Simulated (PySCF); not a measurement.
Isomers of C6H8SSi, one GFN2-xTB conformer each. Single-point energies are computed at CAM-B3LYP/def2-SVPD (PySCF, gas phase, no added dispersion term), electronic only.

```
                      SMILES  GFN2-xTB relative energy (kcal/mol)
[SiH3]SC1=C[C@@H]2C=C[C@H]12                                  0.0
          C#CC(=C=S)[SiH2]CC                                 26.2
```

Conformers: `[SiH3:1][S:2][C:3]1=[CH:4][C@@H:5]2[CH:6]=[CH:7][C@H:8]12` with Si1–S2–C3–C4 1°; `[CH:1]#[C:2][C:3](=[C:4]=[S:5])[SiH2:6][CH2:7][CH3:8]` with C2–C3–Si6–C7 52°, C3–Si6–C7–C8 -176°.

Q: What does CAM-B3LYP/def2-SVPD give for the same structures?

A: 
```csv
SMILES,CAM-B3LYP/def2-SVPD E (Eh),CAM-B3LYP/def2-SVPD (kcal/mol),GFN2-xTB (kcal/mol),point group
C#CC(=C=S)[SiH2]CC,-920.53225,0.0,26.2,C1
[SiH3]SC1=C[C@@H]2C=C[C@H]12,-920.52970,1.6,0.0,C1
```

GFN2-xTB puts [SiH3]SC1=C[C@@H]2C=C[C@H]12 lowest instead. As drawn, the lower has a C≡C bond, cumulated double bonds and an Si–C bond, which the higher lacks; the higher has a four-membered ring, which the lower lacks. Neighbours under 2.5 kcal/mol apart (C#CC(=C=S)[SiH2]CC and [SiH3]SC1=C[C@@H]2C=C[C@H]12) can change places with a better method, another conformer or zero-point energy.

Q: Which frontier levels, dipoles and rotational constants go with these structures?

A: 
```
                      SMILES  HOMO (eV, CAM-B3LYP/def2-SVPD)  LUMO (eV)  dipole (D)       A, B, C (MHz)
          C#CC(=C=S)[SiH2]CC                           -7.55      -1.13        1.74  1951, 768.7, 584.6
[SiH3]SC1=C[C@@H]2C=C[C@H]12                           -7.51       0.61        1.28  3785, 853.6, 772.5
```

Q: As an exercise, what shares would exp(−E/RT) give at 2000 K from these electronic energies alone (no entropy, no degeneracies)?

A: RT = 3.974 kcal/mol: C#CC(=C=S)[SiH2]CC 59.9 %, [SiH3]SC1=C[C@@H]2C=C[C@H]12 40.1 %.
